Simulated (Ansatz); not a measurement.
`Cc1ccc2ncccc2c1` at its PBE0-D4/def2-TZVP geometry, where that method's forces vanish. Charge 0, multiplicity 1.

```xyz
20

C    -2.0949    1.8467   -1.6034
C    -1.2279    1.0672   -0.6656
C    -1.4390    1.1668    0.7311
C    -0.6721    0.4739    1.6223
C     0.3645   -0.3709    1.1700
N     1.1045   -1.0423    2.0837
C     2.0593   -1.8193    1.6431
C     2.3652   -2.0003    0.2797
C     1.6270   -1.3291   -0.6530
C     0.5870   -0.4804   -0.2272
C    -0.2258    0.2512   -1.1190
H    -3.1474    1.5741   -1.4834
H    -1.8164    1.6706   -2.6431
H    -2.0180    2.9202   -1.4087
H    -2.2321    1.8133    1.0937
H    -0.8313    0.5490    2.6913
H     2.6394   -2.3475    2.3965
H     3.1730   -2.6622   -0.0083
H     1.8272   -1.4382   -1.7142
H    -0.0423    0.1572   -2.1854
```

Task: What forces (eV/Å) does PBE-D4/def2-TZVPP give on these atoms in the Gaussian-basis code of Ansatz? (Best estimate.)

Result: Ansatz gave: 
```
C1   0.019 -0.015 -0.004
C2  -0.246  0.204 -0.018
C3  -0.198  0.175 -0.079
C4   0.073 -0.072  0.226
C5  -0.137  0.107  0.115
N6  -0.258  0.182  0.606
C7   0.362 -0.299 -0.042
C8   0.210 -0.182  0.085
C9  -0.060  0.063 -0.258
C10  0.017  0.002 -0.257
C11  0.184 -0.144 -0.152
H12 -0.214 -0.037  0.018
H13  0.045 -0.026 -0.214
H14 -0.002  0.216  0.032
H15 -0.177  0.142  0.075
H16 -0.029  0.010  0.239
H17  0.144 -0.131  0.173
H18  0.186 -0.151 -0.066
H19  0.039 -0.019 -0.238
H20  0.042 -0.024 -0.241
```
